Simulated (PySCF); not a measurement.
# How the method changes the constants of CrS

State: ⁵Π (quintet), unpaired electrons σ ↑, π ↑, δ ↑↑. Set-up: Cr def2-TZVPP, S def2-TZVPP; no relativity (PySCF 2.14). De refers to Cr (3d5 4s1) + S in their high-spin ground configurations, without counterpoise correction. The functionals are run spin-unrestricted. A positive dipole means Cr(−)S(+). Levels whose curve was spin-contaminated or gave no clean fit are not listed.

```json
{"Level": "ROHF", "Re (Å)": "2.153", "ωe (cm⁻¹)": "495", "De (eV)": "n/a", "μ (D)": "-9.74", "CPU s a point (SCF and correlation, without the integrals)": "1.9"}
{"Level": "ROHF-MP2", "Re (Å)": "2.013", "ωe (cm⁻¹)": "517", "De (eV)": "n/a", "μ (D)": "n/a", "CPU s a point (SCF and correlation, without the integrals)": "3.7"}
{"Level": "ROHF-SCS-MP2", "Re (Å)": "2.045", "ωe (cm⁻¹)": "502", "De (eV)": "n/a", "μ (D)": "n/a", "CPU s a point (SCF and correlation, without the integrals)": "n/a"}
{"Level": "ROHF-CCSD", "Re (Å)": "2.077", "ωe (cm⁻¹)": "489", "De (eV)": "2.36", "μ (D)": "n/a", "CPU s a point (SCF and correlation, without the integrals)": "n/a"}
{"Level": "ROHF-CCSD(T)", "Re (Å)": "2.099", "ωe (cm⁻¹)": "433", "De (eV)": "2.92", "μ (D)": "n/a", "CPU s a point (SCF and correlation, without the integrals)": "290"}
```

Correlated steps freeze 10 core orbitals. The CCSD T1 diagnostic is raised, a sign that a single reference may not be enough here. UHF is strongly spin-contaminated for CrS, so the ROHF reference used there is far from stable. The state is the lowest single determinant that the PBE0 search found; with open d or f shells the true ground state can be another one.

The whole job (state search and all levels along the bond) took about 29 min on 2 threads of Arm Neoverse V2 (shared host), peak memory 5.3 GiB.
